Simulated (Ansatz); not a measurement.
`CI` → `[CH2]I`• + H• at 500 K and 1 bar (homolysis of the C–H bond).

Calculated with Ansatz (gas phase, PBE0-D4/def2-TZVP geometries, no zero-point term in ΔE). CBS: MP2 limit from def2 TZ/QZ plus the TZ coupled-cluster correction, frozen cores. This one scheme is used for every species, atoms too. Open shells (•) are unrestricted, without spin–orbit coupling. Elements past krypton have def2 core potentials. Bonds to I are less sure, by a few kJ/mol each and by 10 to 20 or more in all where they break to atoms, as the def2 sets lack core-valence functions.

| species | CCSD(T)/CBS energy (Eh) | H − E (kJ/mol) | S (J/(mol·K)) |
| --- | --- | --- | --- |
| `CI` | -337.29646 | 117.2 | 279.4 |
| `[CH2]I`• | -336.62231 | 79.7 | 292.4 |
| H• | -0.50000 | 10.4 | 125.5 |

H − E and S are ideal-gas, rigid-rotor, harmonic terms from PBE0-D4/def2-TZVP, with the whole ground term of open shells counted as degenerate. 1 Eh = 2625.50 kJ/mol, R = 8.31446 J/(mol·K).

Question: By hand: ΔE, ΔH, ΔS and ΔG.

Answer: ΔE = (-336.62231) + (-0.50000) − (-337.29646) = 0.17415 Eh = 457.2 kJ/mol. Δ(H − E) = 79.7 + 10.4 − 117.2 = -27.1, so ΔH = 430.1 kJ/mol. ΔS = 292.4 + 125.5 − 279.4 = 138.5 J/(mol·K). ΔG = 430.1 − 500 × (138.5)/1000 = 360.9 kJ/mol.

Question: By hand: the equilibrium constant, and the temperature at which ΔG would vanish if ΔH and ΔS stayed fixed.

Answer: log₁₀ K = −ΔG/(RT ln 10) = -37.7. ΔG = 0 at ΔH/ΔS = 3105 K, far beyond where these terms or the molecules hold.

The number of gas molecules changes by +1, which sets the sign of ΔS. A doubt of 5 kJ/mol in ΔE shifts log₁₀ K by 0.5 here. These are equilibria of isolated gas molecules and say nothing of rates. Largest T1 diagnostic: 0.016 (customary marks: 0.02 for closed shells, 0.045 for open ones).
